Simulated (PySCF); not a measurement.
## Vertical excitation energies

Compound: BMe2(OH), C2H7BO.
Bonds: B1–C2, B1–C6, B1–O10. Hydrogens: H3, H4, H5 on C2; H7, H8, H9 on C6; H11 on O10.

Theory: TDDFT B3LYP/def2-SVPD, vertical, gas phase, core orbitals frozen in the response in PySCF 2.14.0, density-fitted response routines. The structure is a single PBE0-D3(BJ)/def2-SVP conformer in the gas phase; no vibrational or solvent corrections.

```tsv
state	E (eV)	ν̃ (cm⁻¹)	f	main configurations (H = HOMO, L = LUMO)
S1	7.10	57260	0.0019	H→L+1 (94%)
S2	7.16	57710	0.039	H→L (94%)
S3	8.33	67160	0.0084	H→L+2 (93%)
S4	8.44	68070	0.0036	H-1→L (96%)
S5	8.70	70190	0.058	H-2→L (85%)
S6	8.80	70990	0.0098	H-2→L+1 (95%)
S7	8.87	71540	0.0057	H→L+3 (91%)
S8	9.16	73880	0.013	H-3→L (95%)
S9	9.33	75250	0.012	H-3→L+1 (66%), H-4→L (23%)
S10	9.36	75470	0.069	H→L+4 (42%), H-1→L+1 (40%), H-4→L (12%)
```

Triplets (Tamm–Dancoff): T1 6.62 eV, H→L+1 (98%); T2 7.00 eV, H→L (98%); T3 7.84 eV, H-1→L+1 (94%); T4 8.15 eV, H→L+2 (66%), H-2→L+1 (20%).

The lowest singlet comes at 175 nm (685 kJ/mol) in the vacuum ultraviolet; it is very weak; its leading configuration is HOMO→LUMO+1 (94%). The strongest level in the table is S10 at 9.36 eV (132 nm, f = 0.069). It is the last of those listed, so stronger ones may follow. Löwdin shares by element: HOMO carbon 44%, boron 23%, oxygen 18% (atoms not listed hold the other 16%); LUMO boron 42%, oxygen 15%, hydrogen 11% or more, carbon 9% or more (atoms not listed hold the other 22%). Of the 10 states listed, 5 reach f = 0.01 and none stays under 0.0005. Weighted by f, the mean energy of these states is 8.67 eV. The listed states span 2.26 eV, and the widest gap between neighbours is 1.17 eV (S2 to S3). Only the lowest 10 singlets were computed, as vertical energies without vibronic structure.
